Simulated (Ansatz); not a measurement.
Reaction (cleavage of the Si–Ga bond): `O[SiH2][GaH][SiH3]` + `[NH2][AlH2]` → `O[SiH2][NH][AlH2]` + `[SiH3][GaH2]`

Isolated molecules relaxed with PBE0-D4/def2-TZVP in Ansatz; ΔE leaves out vibrations. CCSD(T)/CBS is the MP2 limit (def2-TZVPP, def2-QZVPP) plus CCSD(T) − MP2 in def2-TZVPP, frozen cores. This one scheme is used for every species. DFT in def2-TZVPP. For Ga outer-core shells are correlated without core-valence functions, which leaves a few kJ/mol of doubt a bond. Scalar relativity is left out up to krypton. Each species was taken in one conformer, which may not be the lowest.

`O[SiH2][GaH][SiH3]`:

Z-matrix (Å, degrees):
```
Si
Ga 1 2.422
O 1 1.658 2 112.1
H 1 1.487 2 112.6 3 -118.3
H 1 1.497 2 108.8 3 123.2
Si 2 2.423 1 120.0 3 -14.3
H 2 1.576 1 121.8 3 165.9
H 3 0.958 1 117.1 2 42.5
H 6 1.492 2 109.9 1 107.5
H 6 1.490 2 112.4 1 -132.4
H 6 1.492 2 112.0 1 -11.3
```

`[NH2][AlH2]`:

Cartesian coordinates in Å:
```
N 0.117 -0.853 -0.371
Al -0.104 0.754 0.327
H 0.863 -1.487 -0.132
H -0.484 -1.268 -1.064
H 0.945 1.241 1.409
H -1.337 1.614 -0.169
```

`O[SiH2][NH][AlH2]`:

Z-matrix (Å, degrees):
```
Si
N 1 1.711
O 1 1.650 2 109.6
H 1 1.491 2 112.1 3 -119.5
H 1 1.486 2 106.5 3 120.5
Al 2 1.785 1 128.8 3 -109.0
H 2 1.013 1 114.7 3 67.2
H 3 0.958 1 117.1 2 -154.7
H 6 1.583 2 117.3 1 178.4
H 6 1.580 2 118.3 1 -2.2
```

`[SiH3][GaH2]`:

Cartesian coordinates in Å:
```
Si 0.296 -0.992 0.022
Ga -0.365 1.329 -0.052
H 1.389 -1.219 1.008
H 0.749 -1.509 -1.299
H -0.872 -1.815 0.453
H -0.498 2.158 1.279
H -0.698 2.048 -1.411
```

Problem. Is it downhill or uphill in electronic energy at CCSD(T)/CBS, and by how much? (An estimate is asked.)

Solution. The calculation gave: Downhill: ΔE = -62.7 kJ/mol.

Problem. What do these levels give: PBE, r2SCAN, HF/def2-TZVPP, SCS-MP2/def2-TZVPP, HF/CBS(def2), CCSD/CBS(def2)? (Estimate.)

Solution. The calculation gave: PBE -43.3, r2SCAN -59.1, HF/def2-TZVPP -81.4, SCS-MP2/def2-TZVPP -72.3, HF/CBS(def2) -83.3, CCSD/CBS(def2) -64.4 kJ/mol.

Largest T1 diagnostic among the species: 0.013.

From PBE to PBE0 (25 % exact exchange), in def2-TZVPP and without D4, ΔE moves by −8.8 kJ/mol. In def2-TZVPP, CCSD(T) changes the Hartree–Fock value by +16.1 kJ/mol (the triples alone add +1.7 kJ/mol) and MP2 by +10.5 kJ/mol.
